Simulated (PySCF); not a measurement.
Ga(H)(Br)(NMe2) (C2H7BrGaN), SMILES C[N](C)[GaH][Br]. The structure is a stationary point at PBE0-D3(BJ)/def2-SVP. One conformer was computed; it need not be the lowest.

Task: Give the equilibrium geometry at PBE0-D3(BJ)/def2-SVP (PySCF confirms it by a frequency run) as a Z-matrix, and its point group. (An estimate is asked for; the answer gives what the named calculation found.)

Result: Several could match; the one computed here: point group Cs.
```
N
C 1 1.4400
H 2 1.0996 1 110.76
H 2 1.1075 3 107.86 1 -122.31
H 2 1.1075 3 107.86 4 -115.37
C 1 1.4409 2 114.09 3 180.00
H 6 1.1012 1 111.11 2 -180.00
H 6 1.1078 7 107.49 1 122.56
H 6 1.1078 7 107.49 8 114.88
Ga 1 1.8121 2 124.50 3 0.00
H 10 1.5506 1 123.59 2 180.00
Br 10 2.2976 11 121.24 7 180.00
```
